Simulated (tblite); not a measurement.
F$_{2}$OS, charge -1, doublet, at a GFN2-xTB geometry (a state made from the parent by changing its charge; the spin is typed, not shown lowest); GFN1-xTB in tblite.

Here is a job for tblite.
```
$ tblite run mol.xyz --method gfn1 --charge -1 --spin 1 --json tblite.json --no-restart

# file mol.xyz
4

O      1.30256338    -0.09150231    -0.17980136
S     -0.13768958     0.00967240     0.01900620
F     -0.34190385     1.86544885    -0.03962579
F     -0.57114878    -1.80130884     0.16566043
```

It wrote (shortened):

```
xTB calculator
 | screened Coulomb repulsion
 | Coulomb electrostatics
 |  * isotropic Klopman-Ohno-Mataga-Nishimoto electrostatics
 |  * onsite third-order electrostatics
 | DFT-D3(BJ) dispersion correction

halogen bonding energy    0.0000000000000E+00 Eh
repulsion energy          2.4211548309160E-02 Eh
dispersion energy        -7.0154208929826E-04 Eh
number of electrons       2.7000000000000E+01 e
integral cutoff           1.9487547202114E+01 bohr

------------------------------------------------------------
  cycle        total energy    energy error   density error
------------------------------------------------------------
      1     -18.25107405844  -1.8274584E+01   8.1596457E-01
      2     -18.62679675037  -3.7572269E-01   3.5966028E-01
      3     -18.76694092811  -1.4014418E-01   3.3184979E-01
      4     -18.85322728300  -8.6286355E-02   1.0004614E-01
      5     -18.71304920658   1.4017808E-01   2.9693135E-01
      6     -18.86950417785  -1.5645497E-01   4.7315930E-02
      7     -18.87034606694  -8.4188909E-04   4.2210957E-02
      8     -18.87360414760  -3.2580807E-03   4.3932156E-03
      9     -18.87363612608  -3.1978488E-05   3.1209104E-04
     10     -18.87363531977   8.0631533E-07   7.5387911E-04
     11     -18.87363631292  -9.9315551E-07   1.2450498E-04
     12     -18.87363634321  -3.0281690E-08   3.0669006E-06
------------------------------------------------------------

electronic energy        -1.8897146349426E+01 Eh
total energy             -1.8873636343206E+01 Eh

Post processing:
 | Mayer-Wiberg bond orders

[Info] JSON dump of results written to 'tblite.json'
```
